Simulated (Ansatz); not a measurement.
Total energies of the cluster Be5⁺ from Ansatz at PBE/def2-TZVP, gas phase (1 Eh = 27.2114 eV = 2625.5 kJ/mol). The reference geometry is relaxed at PBE/def2-TZVP.

```xyz
5

Be   -0.016   -0.704    0.963
Be   -0.468    1.357    0.982
Be    0.466   -1.356   -0.985
Be   -0.987    0.136   -0.657
Be    1.005    0.567   -0.304
```

```tsv
state	geometry	energy (Eh)
charge 1 doublet	reference	-73.16168
charge 0 singlet	reference	-73.40356
charge 1 quartet	relaxed at PBE/def2-TZVP	-73.10729
```

Work out the vertical electron affinity, to the singlet.

E(charge 1 doublet) − E(charge 0 singlet) = -73.16168 − (-73.40356) = 0.24188 Eh = 6.58 eV.

Which of the charge 1 states is lowest, and how far above it are the others?

The doublet. quartet: -73.10729 − (-73.16168) = 0.05439 Eh = 142.8 kJ/mol.

A triplet lies near this restricted singlet, and broken spin symmetry wasn't tried. 

The structure comes from a short search, and lower isomers may exist.
